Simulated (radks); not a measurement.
Results of a calculation; reference values are marked as such.
Species: Tm LXIV. Configuration: [He] 2s2 2p2.

Code: a radial shooting solver on a logarithmic mesh with Libxc functionals. Model: scalar-relativistic Kohn-Sham, exchange-only LDA, spin-polarised, spherical densities, point nucleus; open shells are filled with parallel spins first (spin-orbit coupling, left out, can overturn this in heavy ions).

Energy parts (eV):
part                  energy
total             -201130.84
kinetic            227887.60
electron-nucleus  -435708.57
Hartree              8707.96
exchange            -2017.82

Orbitals (lengths in bohr, moments of r in powers of bohr; <r^-3> diverges for s and p1/2; r(90%) holds 90 % of the orbital's charge):
orbital  occ.  eigenvalue (eV)       <r^4>  <r^-3>  r(90%)
1s up       1        -65941.26   7.972e-07       -  0.0362
1s down     1        -65899.67   7.953e-07       -  0.0362
2s up       1        -15843.44   0.0001048       -   0.126
2s down     1        -15777.39   0.0001056       -   0.126
2p up       2        -14816.86  0.00007567   16620   0.116
2p down     0        -14739.08  0.00007648   16570   0.117

The highest occupied level is 2p up at -14816.9 eV. Summed over all electrons, <r^2> = 0.02944 bohr^2, which gives a Langevin (diamagnetic) susceptibility term of -0.0233 x 10^-6 cm^3/mol. For comparison, the ionisation energy in NIST's Atomic Spectra Database is 15663 eV (theoretical). In exact Kohn-Sham theory the highest level is minus the ionisation energy, but local and semilocal functionals leave it too shallow, through self-interaction and a potential that decays too fast; potentials with the right tail come closer. The density falls to 0.001 e/bohr^3 at r = 0.32 bohr. Spin moment in Bohr magnetons: 2.
